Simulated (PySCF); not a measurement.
Two species compared at the same levels of theory.

First species: C7H3ClO2.
SMILES: `C#Cc1ccoc1C(=O)Cl`

Second species: C5H4NPS.
InChI=1S/C5H4NPS/c1-4-5(2-6)8-3-7-4/h3H,1H3

Levels: wB97X-D/def2-SVPD for dipole moment, HOMO energy, LUMO energy, HOMO–LUMO gap, static isotropic polarisability and electronic spatial extent ⟨r²⟩ about the centre of nuclear charge; TDDFT wB97X-D/def2-SVPD for lowest singlet excitation; TDA wB97X-D/def2-SVPD for lowest triplet excitation (Tamm–Dancoff); GFN2-xTB for rotational constant A and rotational constant C. Geometries: GFN2-xTB. Each structure is a single optimised conformer of the isolated species, non-relativistic unless stated; the electronic structure was computed with PySCF and density fitting.

The conformers computed, where there is a choice (atom-mapped SMILES and torsion angles):
- `[CH:1]#[C:2][c:3]1[cH:4][cH:5][o:6][c:7]1[C:8](=[O:9])[Cl:10]`: O6–C7–C8–O9 180°

(1) Which has the higher LUMO energy?

(2) Which has the higher S1 energy?

(3) Which of the two has the higher dipole moment, and by how much?

(4) Which has the higher T1 energy?

(5) Which of the two has the higher rotational constant A, and by how much?

(6) Which has the higher ⟨r²⟩?

(7) Which of the two has the higher HOMO–LUMO gap, and by how much?

(8) Which of the two has the higher rotational constant C, and by how much?

## Answers

(1) The second: -0.61 eV against -0.89 eV, a difference of 0.28 eV.

(2) The second: 4.68 eV against 4.39 eV, a difference of 0.29 eV.

(3) The first: 4.36 D against 3.28 D, a difference of 1.08 D.

(4) The second: 3.03 eV against 2.94 eV, a difference of 0.09 eV.

(5) The second: 2.266 GHz against 1.779 GHz, a difference of 0.487 GHz.

(6) The first: 1615 bohr² against 1233 bohr², a difference of 382 bohr².

(7) The second: 8.60 eV against 8.37 eV, a difference of 0.23 eV.

(8) The second: 0.873 GHz against 0.637 GHz, a difference of 0.236 GHz.

On the first: S1 lies 3.98 eV below the HOMO–LUMO gap. The principal polarisabilities are 58.1, 116.2 and 138.5 au; their mean is the isotropic value.

On the second: In wavenumbers S1 is 37700 cm⁻¹ (1 eV = 8065.54 cm⁻¹). S1 lies 3.92 eV below the HOMO–LUMO gap; its leading configuration is HOMO→LUMO, weight 0.83.
